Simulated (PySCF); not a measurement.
Structure from NMR data

An unknown has the formula C6H13NSi. Its calculated NMR data are:

$^{1}$H NMR (500 MHz, computed): δ 8.41 (s, 1H), 6.20 (br s, 1H), 5.92 (br s, 1H), 4.19 (s, 3H), 3.82 (t, 2H), 1.77 (m, 2H), 0.74 (t, 3H).

$^{13}$C{$^{1}$H} NMR (computed): δ 168.5 (CH), 149.4 (C), 140.3 (CH2), 57.0 (CH2), 27.4 (CH2), 14.6 (CH3).

Averaged over atoms made equivalent by symmetry, fast rotation or ring inversion, non-relativistic, no solvent, single conformer. GIAO PBE0/pcSseg-1 shieldings; GFN2-xTB structure; PySCF.

Shifts are taken against calculated references (same method and geometry level): $^{1}$H (σ = 31.72 ppm) and $^{13}$C (σ = 186.93 ppm) vs TMS.

Which candidate is it?
A. C=C/C(C)=N/[C@H](C)[SiH3]
B. [SiH3]N[C@@H]1C[C@@H]2C[C@@H]2C1
C. C=C(C)[C@H]1C[Si@H](N)C1
D. C=C([SiH3])/C=N\CCC

Results:

D. 

1. The formula gives 2 degrees of unsaturation (no ring in the answer).
2. 6 carbon signals for 6 carbons: no two carbons are equivalent.
3. Carbon types of the structure: 1 × C, 1 × CH, 3 × CH2, 1 × CH3, leaving 3 H on heteroatoms.
4. δC 168.5: C=N carbon.
5. δC 149.4: fully substituted alkene carbon; an sp2 carbon of a C=C bond.
6. δC 140.3: terminal =CH2 carbon; as expected for a trigonal carbon in a double bond.
7. δC 14.6: methyl carbon; a saturated carbon with 1 carbon neighbour and no heteroatom attached.
8. δH 6.20, 5.92: hydrogen on a terminal =CH2 carbon; olefinic region.

The others: C=C(C)[C@H]1C[Si@H](N)C1 would give 5 carbon signals, not 6; [SiH3]N[C@@H]1C[C@@H]2C[C@@H]2C1 would give 4 carbon signals, not 6; C=C/C(C)=N/[C@H](C)[SiH3] has carbons computed at 165.0, 153.2, 123.4, 47.9, 23.8, 11.8, with a different DEPT pattern.

Shifts are as computed. Against solution values, carbons near 30 ppm lie about +3 ppm off and those near 130 ppm about +5 ppm. Of 1211 compounds with measured shifts, 218 miss one by over three times the rms of a fit or turn the order of signals round; such compounds aren't used in these exercises. Multiplicities follow the n + 1 count of equivalent neighbours, as no J values were calculated; m marks all less simple cases, F and P coupling included.
